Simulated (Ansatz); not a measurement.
Relaxation of Cl4H2Si (7 atoms, charge 0, multiplicity 1), to a largest force component of 0.03 eV/Å in at most 50 steps.

Computed with Ansatz, RKS r2SCAN/def2-SVP.

```xyz
7
Properties=species:S:1:pos:R:3:forces:R:3
Si -0.686 0.318 -0.175 0.31 0.81 0.02
H 1.549 -1.139 0.421 -1.21 -2.08 -0.14
Cl -0.269 -0.943 -1.722 0.03 0.02 0.00
Cl -1.010 -0.732 1.542 0.02 0.02 0.01
Cl -2.395 1.341 -0.630 -0.01 0.00 0.00
H 1.980 -0.590 0.485 1.60 1.73 0.26
Cl 0.831 1.745 0.078 -0.73 -0.51 -0.14
```

Task: Where does it end, and by what steps?

Result: It converged. The force dipped under the threshold on the way, but the program's further checks kept it going. After 6 steps the energy has fallen by 0.259 eV; H2 moved furthest, 0.74 Å.

```tsv
step	energy less start (eV)	largest force component (eV/Å)	accepted
0	0.0000	2.082	yes
1	-0.1826	0.186	yes
2	-0.2341	0.149	yes
3	-0.2518	0.207	yes
4	-0.2576	0.093	yes
5	-0.2586	0.025	yes
6	-0.2589	0.012	yes
```

```xyz
7
Properties=species:S:1:pos:R:3
Si -0.920 0.476 -0.238
H 2.153 -1.542 0.584
Cl -0.436 -0.794 -1.759
Cl -1.172 -0.585 1.485
Cl -2.655 1.449 -0.695
H 2.455 -0.847 0.610
Cl 0.574 1.843 0.013
```

The run took 22 s on 2 threads of Intel(R) Xeon(R) Platinum 8488C (Sapphire Rapids), on a shared host, peak memory 0.18 GiB.
